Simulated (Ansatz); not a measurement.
Two structures of BH₅ClOF, closed shell, reached by relaxing down either side of one saddle point (PBE0-D4/def2-TZVP). Energies are electronic, without zero-point energy. Program: Ansatz 0.2.0. Basis: def2-TZVPP and def2-QZVPP. Cores are frozen in the correlated methods. Extrapolation: Hartree–Fock as exp(−7.88 √X), correlation as X^−2.97. First:

| atom | x (Å) | y (Å) | z (Å) |
| --- | --- | --- | --- |
| B1 | -0.7201 | -0.1517 | -0.7702 |
| Cl2 | 1.0596 | -0.4424 | -1.3518 |
| H3 | -1.4186 | -1.0520 | -1.1322 |
| H4 | -1.0482 | 0.9719 | -1.0073 |
| H5 | 0.0695 | 0.3224 | 1.1508 |
| O6 | -0.6678 | -0.2476 | 0.8152 |
| H7 | 1.6696 | 0.6951 | 0.1563 |
| F8 | 1.5505 | 1.0571 | 1.0371 |
| H9 | -0.4944 | -1.1528 | 1.1022 |

Second:

B1  (-1.209, -0.180, -0.519)
Cl2  (1.891, -0.225, -1.462)
H3  (-1.630, -1.132, -1.105)
H4  (-1.189, 0.924, -0.963)
H5  (0.477, 0.627, 1.240)
O6  (-0.772, -0.322, 0.769)
H7  (1.917, 0.447, -0.354)
F8  (1.304, 1.087, 1.300)
H9  (-0.789, -1.227, 1.094)
(Å)

(1) Which bonds change from the first to the second?

(2) Give the saddle point's structure and its height above each. (Judge from chemistry; the value comes from the calculation.)

No T1 diagnostic of these runs exceeds 0.011.

Results:

(1) BH₂Cl ([BH2][Cl]) + H₂O + HF → BH₃O ([BH2][OH]) + HCl + HF; bonds formed: Cl2–H7, H5–F8; dative contacts that become bonds: B1–O6; bonds broken: B1–Cl2, H5–O6, H7–F8.

(2) Computed: 0.626 eV above the first and 0.509 eV above the second (CCSD(T) at an estimated basis limit (MP2 extrapolated from triple and quadruple zeta, plus CCSD(T) − MP2 in triple zeta)).
```tsv
atom	x (Å)	y (Å)	z (Å)
B1	-0.8203	-0.1407	-0.6383
Cl2	1.2422	-0.2185	-1.3177
H3	-1.2725	-1.1268	-1.1362
H4	-1.1051	0.9497	-1.0233
H5	0.3709	0.4489	1.1351
O6	-0.6647	-0.1951	0.8098
H7	1.5362	0.4675	-0.0852
F8	1.3559	0.9111	1.1110
H9	-0.6425	-1.0962	1.1445
```

Labels in which every atom is bracketed show which atoms are joined, not bond orders.

For scale, one of the runs: CCSD(T)/def2-TZVPP, 205 basis functions (an equivalent command: `ansatz run in.yaml --threads 4`). Hardware: 4 CPU threads, shared host. Wall time 33 s; peak host memory 2.8 GiB.
